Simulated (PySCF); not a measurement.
Q: Give a PBE0-D3(BJ)/def2-SVP geometry of `CCBN` (C2H8BN).

A: 
```
atom  x, y, z in Å
C1    -1.6799   -0.0355   -0.0678
C2    -0.3065   -0.6267    0.2519
B3     0.8808    0.1159   -0.4760
N4     1.9891    0.6088    0.2093
H5    -1.8681   -0.0275   -1.1533
H6    -2.4979   -0.6024    0.4048
H7    -1.7630    1.0069    0.2800
H8    -0.2836   -1.6791   -0.0907
H9    -0.1513   -0.6644    1.3453
H10    0.8567    0.2785   -1.6810
H11    2.7621    1.0742   -0.2471
H12    2.0991    0.5249    1.2124
```

Any rigid rotation of these coordinates is as good. Atoms count from 1 in this order. N4 (boron-bound nitrogen) is planar (angles 123.3°, 123.0° and 113.7°, sum 360.0°, 0.00 Å off the plane of its three neighbours). B3 (three-coordinate boron) is planar (angles 122.6°, 120.3° and 117.1°, sum 360.0°, 0.00 Å off the plane of its three neighbours).

Bonds between heavy atoms (Å): C1–C2 1.529, C2–B3 1.578, B3–N4 1.393.

Theory: PySCF, PBE0-D3(BJ)/def2-SVP geometry optimisation, gas phase.

Point group: C1 (no symmetry element, even within 0.4 Å). No PBE0-D3(BJ)/def2-SVP frequencies stand behind this structure, so it isn't proved a minimum. One conformer, not necessarily the lowest (C1–C2–B3–N4 127°).
